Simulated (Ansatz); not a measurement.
GeH4 (SMILES [GeH4]) moved off its minimum; all values from Ansatz (a first-principles code), cores frozen in correlated methods.
(charge 0, multiplicity 1)
```xyz
5

Ge    -0.0060     0.1168    -0.1711
H     -0.6375    -0.9241    -1.1682
H      0.3685    -1.0475     1.0687
H     -0.9909     1.0131     0.5652
H      0.9597     0.7835    -0.6783
```

| level | largest force (eV/Å) | on atom | rms difference from CCSD(T)/aug-cc-pVTZ (eV/Å) | dipole (D) |
|---|---|---|---|---|
| HF/def2-TZVPP | 10.24 | Ge1 | 0.129 | 1.13 |
| PBE/def2-TZVPP | 9.39 | Ge1 | 0.174 | 0.85 |
| r2SCAN/def2-TZVPP | 9.51 | Ge1 | 0.211 | 0.89 |
| B3LYP/def2-TZVPP | 9.54 | Ge1 | 0.166 | 0.92 |
| wB97M-V/def2-TZVPP | 9.64 | Ge1 | 0.194 | 0.97 |
| MP2/aug-cc-pVTZ | 10.07 | Ge1 | 0.081 | 1.01 |
| CCSD(T)/aug-cc-pVTZ | 9.91 | Ge1 | 0.000 | 0.96 |

The differences count from one level among others, with limits of its own. Forces at CCSD(T)/aug-cc-pVTZ (eV/Å):

```tsv
atom	Fx	Fy	Fz
Ge1	-5.831	-6.577	4.581
H2	-0.029	0.678	0.067
H3	-0.013	1.562	-1.400
H4	-0.407	0.245	-0.119
H5	6.280	4.092	-3.130
```
